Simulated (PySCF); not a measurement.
Chain-length series, n-germane fluoro/fluoro (end groups after the name). All species are isolated molecules in the gas phase. One relaxed conformer stands for each flexible species; it need not be the lowest. Strings in code marks are SMILES.

The S1–T1 gap (TDA) from two functionals at the same geometries (PBE-D3(BJ)/def2-SVP), both in PySCF: PBE-D3(BJ)/def2-TZVP and PBE0-D3(BJ)/def2-TZVP. Excitations are Tamm–Dancoff values on a coarser integration grid. The basis has no diffuse functions, so Rydberg states are missing or too high.

```json
[
 {"species": "n = 1 (`[F][GeH2][F]`)", "PBE-D3(BJ)/def2-TZVP (eV)": "0.66"},
 {"species": "n = 2 (`[F][GeH2][GeH2][F]` (F–Ge–Ge–F torsion 177°))", "PBE-D3(BJ)/def2-TZVP (eV)": "0.59"},
 {"species": "n = 3 (`[GeH2]([GeH2][GeH2][F])[F]` (F–Ge–Ge–Ge torsion 178°, Ge–Ge–Ge–F torsion 178°))", "PBE-D3(BJ)/def2-TZVP (eV)": "0.71"},
 {"species": "n = 4 (`[F][GeH2][GeH2][GeH2][GeH2][F]`)", "PBE-D3(BJ)/def2-TZVP (eV)": "0.85"},
 {"species": "n = 5 (`[F][GeH2][GeH2][GeH2][GeH2][GeH2][F]`)", "PBE-D3(BJ)/def2-TZVP (eV)": "0.74"},
 {"species": "n = 7 (`[F][GeH2][GeH2][GeH2][GeH2][GeH2][GeH2][GeH2][F]`)", "PBE-D3(BJ)/def2-TZVP (eV)": "0.67"}
]
```

Q: What does PBE0-D3(BJ)/def2-TZVP give for each?

A: 
- n = 1 (`[F][GeH2][F]`): 0.75
- n = 2 (`[F][GeH2][GeH2][F]` (F–Ge–Ge–F torsion 177°)): 0.72
- n = 3 (`[GeH2]([GeH2][GeH2][F])[F]` (F–Ge–Ge–Ge torsion 178°, Ge–Ge–Ge–F torsion 178°)): 0.81
- n = 4 (`[F][GeH2][GeH2][GeH2][GeH2][F]`): 0.96
- n = 5 (`[F][GeH2][GeH2][GeH2][GeH2][GeH2][F]`): 0.89
- n = 7 (`[F][GeH2][GeH2][GeH2][GeH2][GeH2][GeH2][GeH2][F]`): 0.80
Over these rows, drawn at random from the members with no instability flagged (it was tested for open shells, ions and some series alone), PBE minus PBE0-D3(BJ): mean -0.12 eV, from -0.15 eV to -0.08 eV.
